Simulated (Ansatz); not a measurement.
Relaxation of ClFGaH5N2 (10 atoms, charge 0, multiplicity 1), to a largest force component of 0.03 eV/Å in at most 50 steps.

Computed with RHF/def2-SVP in Ansatz 0.2.0.

```xyz
10
Properties=species:S:1:pos:R:3
Ga -0.003 -0.168 -0.201
Cl 0.006 -0.696 1.961
N 1.609 -0.121 -1.005
H 2.465 -0.180 -0.493
H 1.761 0.216 -1.935
N -1.626 -0.061 -0.975
H -2.480 -0.103 -0.458
H -1.783 0.191 -1.930
F 0.101 2.364 1.205
H 0.107 1.870 1.971
```

Task: Where does it end, and by what steps?

Result: The forces met the threshold. After 5 steps the energy has fallen by 0.021 eV; F9 moved furthest, 0.23 Å.

| step | energy less start (eV) | largest force component (eV/Å) | accepted |
| --- | --- | --- | --- |
| 0 | 0.0000 | 0.450 | yes |
| 1 | -0.0059 | 0.192 | yes |
| 2 | -0.0097 | 0.625 | yes |
| 3 | -0.0171 | 0.189 | yes |
| 4 | -0.0080 | 0.962 | no |
| 5 | -0.0214 | 0.021 | yes |

```xyz
10
Properties=species:S:1:pos:R:3
Ga 0.007 -0.103 -0.145
Cl 0.020 -0.693 1.976
N 1.613 -0.085 -0.971
H 2.478 -0.169 -0.477
H 1.755 0.216 -1.914
N -1.614 -0.025 -0.935
H -2.472 -0.085 -0.424
H -1.768 0.260 -1.881
F 0.066 2.197 1.047
H 0.071 1.796 1.863
```

Whether the end is a true minimum wasn't checked by a vibrational analysis.

The run took 16 s on 2 threads of Arm Neoverse V1, with other jobs on the host, peak memory 0.28 GiB.
